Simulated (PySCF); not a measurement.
What does the GFN2-xTB structure of `CO/C=C(\C)C(F)F` look like in three dimensions?

```
atom  x, y, z in Å
C1     2.7191   -0.0492    0.5220
O2     1.4419    0.5202    0.3415
C3     0.4528   -0.3490    0.0376
C4    -0.8145    0.0328   -0.1268
C5    -1.2829    1.4525   -0.0332
C6    -1.8552   -0.9888   -0.4731
F7    -1.9542   -1.1633   -1.8249
F8    -1.5618   -2.2183    0.0236
H9     3.3917    0.7754    0.7511
H10    2.7221   -0.7616    1.3532
H11    3.0604   -0.5548   -0.3867
H12    0.7322   -1.3930   -0.0534
H13   -1.9481    1.5806    0.8205
H14   -1.8270    1.7322   -0.9343
H15   -0.4256    2.1071    0.0847
H16   -2.8587   -0.7138   -0.1131
```

Any rigid rotation of these coordinates is as good. Atoms count from 1 in this order. The 3 C–C bonds span 1.334 Å (C3=C4, drawn double) to 1.499 Å (C4–C6, drawn single), a spread of 0.165 Å. The C–O distances run from 1.351 Å (O2–C3, drawn single) to 1.410 Å (C1–O2, drawn single), a spread of 0.059 Å. Of the pairs four or more bonds apart, O2···H15 is among the closest relative to their van der Waals radii: 2.46 Å, 91 % of the sum of Bondi's values.

Bonds between heavy atoms (Å): C1–O2 1.410, O2–C3 1.351, C3=C4 1.334, C4–C5 1.498, C4–C6 1.499, C6–F7 1.367, C6–F8 1.358.

Structure optimised with GFN2-xTB, isolated species.

Point group: C1 (no symmetry element, even within 0.4 Å). Stationary, but not proved a minimum. The numbers are those of one conformer (C1–O2–C3–C4 178°, C3–C4–C6–F7 -88°).

These are computed values.
